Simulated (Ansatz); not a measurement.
Gas-phase reaction in SMILES: OB(O)P -> OB(O)[PH-] + H+
Structures are relaxed separately at B3LYP-D3(BJ)/def2-TZVP in Ansatz (a first-principles code), one conformer each, not searched for the lowest.
Geometry of the first species:
```
B
O 1 1.3600
H 2 0.9657 1 112.68
O 1 1.3691 2 118.34 3 -0.10
H 4 0.9606 1 115.17 2 179.05
P 1 1.9451 2 117.74 3 -175.22
H 6 1.4144 1 96.29 2 -47.31
H 6 1.4187 7 95.01 1 97.25
```

Wanted: gas-phase deprotonation energy (electronic energy difference), in eV. Cores are frozen in the correlated levels unless marked. No spin-orbit coupling. No relativistic terms. Anions need diffuse functions: aug- sets have them; def2-D sets add few; the other sets have none. CBS(X,Y): correlation extrapolated as X^-3; Hartree-Fock from the larger set.

CCSD(T)/CBS(aug-cc-pV(T+d)Z,aug-cc-pV(Q+d)Z) (Ansatz) gives 15.57 eV.

**Question.** Another calculation gave 15.19 eV. Which level was it?
A) LC-wPBE/def2-TZVPD (Ansatz)
B) SVWN5/def2-TZVPD (Ansatz)
C) r2SCAN0/def2-TZVPD (Ansatz)
D) wB97M-V/def2-TZVPD (Ansatz)

**Answer.** B, SVWN5/def2-TZVPD (Ansatz). The others give 15.64 (r2SCAN0), 15.52 (wB97M-V), 15.76 (LC-wPBE) eV.
